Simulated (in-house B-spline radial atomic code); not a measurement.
Configurations of S V (S4+), with energies counted from [Ne] 3s2. All numbers are computed (non-relativistic wB97X, spin-polarised, spherical fractional occupations, exact exchange averaged over the configuration; point nucleus) with a B-spline radial code for spherical atoms, not measured. Shells without spins written out take the highest spin.

Occupations are held fixed; configurations that lie above the ionisation limit could autoionise.

| configuration | E - E(ref) (eV) | highest orbital | its <r> (bohr) |
| --- | --- | --- | --- |
| [Ne] 3s1 3p1 | 9.8562 | 3p up | 1.56 |
| [He] 2s2 2p5 3s2 4s1 | 202.79 | 4s up | 2.966 |
| [He] 2s1 2p6 3s2 3p1 | 225.55 | 3p up | 1.471 |
| [He] 2s1 2p6 3s2 3d1 | 244.17 | 3d up | 1.575 |
| [He] 2s1 2p6 3s2 4f1 | 269.92 | 4f up | 3.394 |

Q: Order these further configurations by energy, lowest first.
A. [He] 2s1 2p6 3s2 4d1
B. [Ne] 3s1 4f1
C. [Ne] 3s1 4d1
D. [Ne] 3s1 3d1
E. [He] 2s2 2p5 3s2 3d1

A: D (27.711 eV), C (47.848 eV), B (50.107 eV), E (190.22 eV), A (266.8 eV).

Q: How far above the reference does [Ne] 3s1 4s1 lie?

A: 37.925 eV; its least bound orbital is 4s up with <r> = 3.06 bohr.
